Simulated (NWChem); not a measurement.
All runs are NWChem calculations. System: As, charge 1, spin multiplicity 3. Its SCF solution wasn't tested for a lower state. Level: UB3LYP/def2-TZVPD, VWN1-RPA local correlation.

Job file:

```
start mol
memory heap 200 mb stack 900 mb global 1100 mb
charge 1
geometry units angstroms nocenter noautoz
  As     0.000000     0.000000     0.000000
  symmetry group D2h
end
basis spherical
  * library def2-tzvpd
end
dft
  xc b3lyp
  odft
  mult 3
  semidirect memsize 60000000 filesize 0
  iterations 100
end
task dft energy
```

Part of the output:

```
             Northwest Computational Chemistry Package (NWChem) 7.3.0
             --------------------------------------------------------

                                NWChem Input Module
                                -------------------

 Scaling coordinates for geometry "geometry" by  1.889725989
 (inverse scale =  0.529177249)

                             Geometry "geometry" -> ""
                             -------------------------

 Output coordinates in angstroms (scale by  1.889725989 to convert to a.u.)

  No.       Tag          Charge          X              Y              Z
 ---- ---------------- ---------- -------------- -------------- --------------
    1 As                  33.0000     0.00000000     0.00000000     0.00000000

 Effective nuclear repulsion energy (a.u.)       0.0000000000

            Nuclear Dipole moment (a.u.)
            ----------------------------
        X                 Y               Z
 ---------------- ---------------- ----------------
     0.0000000000     0.0000000000     0.0000000000

      Symmetry information
      --------------------

 Group name             D2h
 Group number             26
 Group order               8
 No. of unique centers     1

      Symmetry unique atoms

     1


 Summary of "ao basis" -> "" (spherical)
 ------------------------------------------------------------------------------
       Tag                 Description            Shells   Functions and Types
 ---------------- ------------------------------  ------  ---------------------
 *                         def2-tzvpd                 on all atoms

                                 NWChem DFT Module
                                 -----------------

 Summary of "ao basis" -> "ao basis" (spherical)
 ------------------------------------------------------------------------------
       Tag                 Description            Shells   Functions and Types
 ---------------- ------------------------------  ------  ---------------------
 As                        def2-tzvpd               18       54   7s5p5d1f

 Summary of "ao basis" -> "ao basis" (spherical)
[...]
    30      0.161878  1 As d  0              32     -0.093460  1 As d  2

 Vector   14  Occ=1.000000D+00  E=-2.007980D+00  Symmetry=b2g
              MO Center=  1.2D-16, -6.3D-18, -1.5D-17, r^2= 1.6D-01
   Bfn.  Coefficient  Atom+Function         Bfn.  Coefficient  Atom+Function
  ----- ------------  ---------------      ----- ------------  ---------------
    26      0.906914  1 As d  1              31      0.186920  1 As d  1

 Vector   15  Occ=1.000000D+00  E=-8.413561D-01  Symmetry=ag
              MO Center=  6.3D-16, -3.2D-15,  1.4D-15, r^2= 1.2D+00
   Bfn.  Coefficient  Atom+Function         Bfn.  Coefficient  Atom+Function
  ----- ------------  ---------------      ----- ------------  ---------------
     5      0.803385  1 As s                  6      0.435825  1 As s
     4     -0.379524  1 As s                  3     -0.293795  1 As s
     2      0.130499  1 As s                  1     -0.041154  1 As s

 Vector   16  Occ=0.000000D+00  E=-4.551253D-01  Symmetry=b2u
              MO Center= -2.8D-15,  3.4D-15,  2.2D-15, r^2= 1.9D+00
   Bfn.  Coefficient  Atom+Function         Bfn.  Coefficient  Atom+Function
  ----- ------------  ---------------      ----- ------------  ---------------
    18      0.608274  1 As py                21      0.446614  1 As py
    12     -0.335546  1 As py                 9      0.103659  1 As py
    15      0.096523  1 As py

 Vector   17  Occ=0.000000D+00  E=-4.151351D-01  Symmetry=b3u
              MO Center= -6.6D-16,  2.5D-29,  4.6D-18, r^2= 1.9D+00
   Bfn.  Coefficient  Atom+Function         Bfn.  Coefficient  Atom+Function
  ----- ------------  ---------------      ----- ------------  ---------------
    17      0.569531  1 As px                20      0.483835  1 As px
    11     -0.328701  1 As px                 8      0.101377  1 As px
    14      0.101426  1 As px

 Vector   18  Occ=0.000000D+00  E=-4.151351D-01  Symmetry=b1u
              MO Center= -1.3D-16,  1.8D-29, -1.5D-15, r^2= 1.9D+00
   Bfn.  Coefficient  Atom+Function         Bfn.  Coefficient  Atom+Function
  ----- ------------  ---------------      ----- ------------  ---------------
    19      0.569531  1 As pz                22      0.483835  1 As pz
    13     -0.328701  1 As pz                10      0.101377  1 As pz
    16      0.101426  1 As pz

   alpha - beta orbital overlaps
   -----------------------------

   alpha      1      2      3      4      5      6      7      8      9     10
    beta      1      2      3      4      5      6      7      8      9     10
 overlap   1.000  1.000  1.000  1.000  1.000  1.000  1.000  1.000  1.000  1.000

   alpha     11     12     13     14     15     16     17     18     19     20
    beta     11     12     13     14     15     17     18     16     19     21
 overlap   1.000  1.000  1.000  1.000  0.999  0.998  0.998  1.000  0.998  0.997

   alpha     21     22     23     24     25     26     27     28     29     30
    beta     22     24     23     20     26     27     25     32     31     29
 overlap   0.997  0.993  0.993  0.996  0.998  0.998  1.000  0.993  0.993  0.997

   alpha     31     32     33     34     35     36     37     38     39     40
    beta     30     28     33     37     38     35     36     42     43     34
 overlap   0.997  0.997  0.999  1.000  1.000  1.000  1.000  1.000  1.000  1.000

   alpha     41     42     43     44     45     46     47     48     49     50
    beta     40     41     39     44     45     46     47     48     49     50
 overlap   1.000  1.000  1.000  0.999  0.999  1.000  1.000  1.000  1.000  1.000

   alpha     51     52     53     54
    beta     51     52     53     54
 overlap   1.000  1.000  1.000  1.000

     --------------------------
     Expectation value of S2:
     --------------------------
      <S2> =      2.0020 (Exact =     2.0000)

 Task  times  cpu:        2.3s     wall:        2.3s

 Total times  cpu:        2.4s     wall:        2.4s
```
